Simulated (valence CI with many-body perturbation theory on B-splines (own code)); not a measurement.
## Cs XVI: calculated level list

Calculated by relativistic CI+MBPT: four valence electrons over a frozen Dirac-Fock core [Kr], a basis of 7 s, 7 p, 8 d, 6 f, 4 g, 1 h functions for each j, with the one-electron correlation potential Σ1, the two-electron term Σ2, the three-electron term Σ3, Breit, model QED; selected CI, second order for the rest, scaled by the run's own slope (own B-spline code, finite nucleus).

No measured spectrum was set against this ion. As an estimate, terms of the open shell hold to 2 to 4 % of their energy, and close levels can change places. Excitations out of the core, of the other parity, are not computed and may begin above about 66.7 eV (a cautious bound); beyond it only levels of the ground parity were kept, without lifetimes.

Levels 1 to 45 of 47, with energies above the lowest level, 4d4 5D_0. "Leading %" is the weight of the configuration and term that name the level; weights of strongly mixed levels are sums over their largest components and can fall short. In the jj column 3d3/2^4 stands for four electrons in 3d with j = 3/2. Lifetimes count E1, E2, E3, M1 and M2 decay at the calculated energies, and are blank where another channel may lead or the interval is too uncertain; long ones can be off by a factor of two.

| No. | Configuration | Term | J | E (eV) | Leading % | Leading jj | Lifetime | g |
| --- | --- | --- | --- | --- | --- | --- | --- | --- |
| 1 | 4d4 | 5D | 0 | 0.00 | 65 | 4d3/2^4 (76 %) |  |  |
| 2 | 4d4 | 5D | 1 | 1.19 | 85 | 4d3/2^3 4d5/2 (84 %) | 27.6 ms | 1.498 |
| 3 | 4d4 | 5D | 2 | 2.21 | 91 | 4d3/2^2 4d5/2^2 (57 %) | 37.1 ms | 1.472 |
| 4 | 4d4 | 5D | 3 | 3.01 | 86 | 4d3/2^2 4d5/2^2 (50 %) | 94.4 ms | 1.449 |
| 5 | 4d4 | 5D | 4 | 3.51 | 65 | 4d3/2^3 4d5/2 (49 %) | 688 ms | 1.377 |
| 6 | 4d4 | 3P | 0 | 5.21 | 50 | 4d3/2^2 4d5/2^2 (70 %) | 1.27 ms |  |
| 7 | 4d4 | 3H | 4 | 5.46 | 56 | 4d3/2^2 4d5/2^2 (48 %) | 11.1 ms | 0.984 |
| 8 | 4d4 | 3G | 3 | 6.49 | 65 | 4d3/2^2 4d5/2^2 (50 %) | 4.85 ms | 0.895 |
| 9 | 4d4 | 3H | 5 | 6.80 | 76 | 4d3/2^2 4d5/2^2 (98 %) | 18.3 ms | 1.073 |
| 10 | 4d4 | 3F | 2 | 6.81 | 65 | 4d3/2^2 4d5/2^2 (53 %) | 3.09 ms | 0.830 |
| 11 | 4d4 | 3P | 1 | 7.06 | 74 | 4d3/2^2 4d5/2^2 (68 %) | 1.94 ms | 1.357 |
| 12 | 4d4 | 3H | 6 | 7.39 | 72 | 4d3/2^2 4d5/2^2 (89 %) | 738 ms | 1.119 |
| 13 | 4d4 | 3G | 4 | 8.08 | 62 | 4d3/2^2 4d5/2^2 (74 %) | 8.68 ms | 1.030 |
| 14 | 4d4 | 3D | 2 | 8.41 | 45 | 4d3/2^2 4d5/2^2 (80 %) | 13.0 ms | 1.231 |
| 15 | 4d4 | 3F | 4 | 8.67 | 45 | 4d3/2^2 4d5/2^2 (46 %) | 2.38 ms | 1.147 |
| 16 | 4d4 | 3F | 3 | 8.76 | 44 | 4d3/2^2 4d5/2^2 (62 %) | 5.36 ms | 1.173 |
| 17 | 4d4 | 3F | 3 | 9.49 | 36 | 4d3/2 4d5/2^3 (74 %) | 1.75 ms | 1.099 |
| 18 | 4d4 | 3G | 5 | 10.04 | 75 | 4d3/2 4d5/2^3 (98 %) | 4.68 ms | 1.159 |
| 19 | 4d4 | 3P | 2 | 10.25 | 39 | 4d3/2 4d5/2^3 (55 %) | 1.55 ms | 1.164 |
| 20 | 4d4 | 3D | 1 | 10.53 | 83 | 4d3/2 4d5/2^3 (77 %) | 1.30 ms | 0.660 |
| 21 | 4d4 | 1I | 6 | 10.56 | 72 | 4d3/2 4d5/2^3 (89 %) | 4.18 ms | 1.045 |
| 22 | 4d4 | 1G | 4 | 11.85 | 45 | 4d3/2^2 4d5/2^2 (50 %) | 2.94 ms | 1.088 |
| 23 | 4d4 | 1S | 0 | 12.13 | 73 | 4d3/2 4d5/2^3 (81 %) | 1.43 ms |  |
| 24 | 4d4 | 3P | 2 | 12.19 | 42 | 4d3/2^2 4d5/2^2 (62 %) | 1.96 ms | 1.185 |
| 25 | 4d4 | 1F | 3 | 12.75 | 61 | 4d3/2 4d5/2^3 (80 %) | 2.12 ms | 1.060 |
| 26 | 4d4 | 3P | 2 | 13.67 | 58 | 4d3/2^2 4d5/2^2 (55 %) | 2.20 ms | 1.199 |
| 27 | 4d4 | 3F | 4 | 14.63 | 64 | 4d5/2^4 (56 %) | 897 μs | 1.166 |
| 28 | 4d4 | 3F | 2 | 15.12 | 49 | 4d5/2^4 (45 %) | 1.31 ms | 0.911 |
| 29 | 4d4 | 3F | 3 | 15.20 | 77 | 4d3/2 4d5/2^3 (96 %) | 2.59 ms | 1.069 |
| 30 | 4d4 | 3P | 1 | 15.39 | 97 | 4d3/2 4d5/2^3 (92 %) | 1.31 ms | 1.483 |
| 31 | 4d4 | 3P | 0 | 16.13 | 83 | 4d5/2^4 (49 %) |  |  |
| 32 | 4d4 | 1G | 4 | 16.24 | 76 | 4d3/2 4d5/2^3 (84 %) | 1.34 ms | 1.049 |
| 33 | 4d4 | 1D | 2 | 19.69 | 91 | 4d3/2 4d5/2^3 (42 %) | 1.00 ms | 0.999 |
| 34 | 4d4 | 1S | 0 | 24.93 | 91 | 4d3/2^2 4d5/2^2 (45 %) | 436 μs |  |
| 35 | 4d3.5s | 5F | 1 | 117.61 | 85 | 4d3/2^3 5s (69 %) |  | 0.083 |
| 36 | 4d3.5s | 5F | 2 | 118.18 | 71 | 4d3/2^3 5s (59 %) |  | 0.989 |
| 37 | 4d3.5s | 5F | 3 | 119.50 | 87 | 4d3/2^2 4d5/2 5s (84 %) |  | 1.237 |
| 38 | 4d3.5s | 3F | 2 | 120.33 | 64 | 4d3/2^2 4d5/2 5s (70 %) |  | 0.816 |
| 39 | 4d3.5s | 5F | 4 | 120.65 | 84 | 4d3/2^2 4d5/2 5s (52 %) |  | 1.309 |
| 40 | 4d3.5s | 5F | 5 | 121.48 | 64 | 4d3/2^2 4d5/2 5s (57 %) |  | 1.314 |
| 41 | 4d3.5s | 5P | 2 | 121.71 | 54 | 4d3/2^2 4d5/2 5s (87 %) |  | 1.556 |
| 42 | 4d3.5s | 5P | 1 | 121.84 | 65 | 4d3/2^2 4d5/2 5s (86 %) |  | 2.060 |
| 43 | 4d3.5s | 3F | 3 | 121.84 | 68 | 4d3/2^2 4d5/2 5s (74 %) |  | 1.011 |
| 44 | 4d3.5s | 3F | 4 | 122.58 | 36 | 4d3/2^2 4d5/2 5s (84 %) |  | 1.043 |
| 45 | 4d3.5s | 3P | 1 | 122.88 | 38 | 4d3/2^2 4d5/2 5s (76 %) |  | 1.256 |

Names give the largest LS component (configuration and term), which can be under half, so a name can repeat, a term be missing and a line seem to break the LS rules; names also repeat where a configuration has a term twice.

The ionisation energy to 4d3 4F_3/2 of the next ion comes out as 383.15 eV (NIST: 382 ± 3 eV (theoretical)). All 47 levels together are meant to be complete up to 66.67 eV.
